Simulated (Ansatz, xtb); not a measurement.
Relative energy of two isomers of C4H6N2O2

Structure I: `NC(=O)/C=C/NC=O`, a singlet. Structure II: `C=C(NC=O)C(N)=O`, a singlet. Both are isolated molecules in the gas phase, relaxed with B3LYP/def2-SVP, each in the lowest conformer that the search found.

Question: Estimate which is lower in electronic energy at CCSD(T)/def2-SVP + ΔMP2/def2-TZVPP, and by roughly how much.

Answer: Too close to call at this level: CCSD(T)/def2-SVP + ΔMP2/def2-TZVPP gives E(II) − E(I) = −0.37 kcal/mol.

The same difference at several levels:

```csv
level,geometry,E(II) − E(I) (kcal/mol),departure from the last row (kcal/mol),"job, with rough time for the two"
GFN2-xTB,GFN2-xTB,+0.25,+0.62,"optimisation, 0.14 s"
HF/STO-3G,GFN2-xTB,+2.41,+2.78,"single point, 0.36 s"
r2SCAN-D4/def2-SVP,GFN2-xTB,−0.33,+0.03,"single point, 3.4 s"
B3LYP/def2-SVP,B3LYP/def2-SVP,+0.55,+0.92,"optimisation, 25 s"
HF/def2-SVP,B3LYP/def2-SVP,+2.57,+2.94,part of the CCSD(T) run
MP2/def2-SVP,B3LYP/def2-SVP,−0.07,+0.30,part of the CCSD(T) run
CCSD(T)/def2-SVP,B3LYP/def2-SVP,0.00,+0.37,single point
CCSD(T)/def2-SVP + ΔMP2/def2-TZVPP,B3LYP/def2-SVP,−0.37,,"single point, 83 s"
```

As drawn, both hold the same kinds of bond in the same numbers.

The largest departure from CCSD(T)/def2-SVP + ΔMP2/def2-TZVPP is that of HF/def2-SVP, 2.94 kcal/mol. The last row adds to CCSD(T) the change of the MP2 difference between the two basis sets, here −0.37 kcal/mol.

With thermal terms from frequencies at re-optimised GFN2-xTB minima (ideal gas, soft modes damped towards free rotors, one conformer each, 298.15 K, 1 atm): the zero-point term adds −0.20 kcal/mol; ΔH is −0.69 and ΔG −0.25 kcal/mol.

The correlated steps freeze 8 core orbitals. Codes used: Ansatz 0.2.0, xtb 6.7.1; the last row on 4 threads of Arm Neoverse V2 on a shared host.
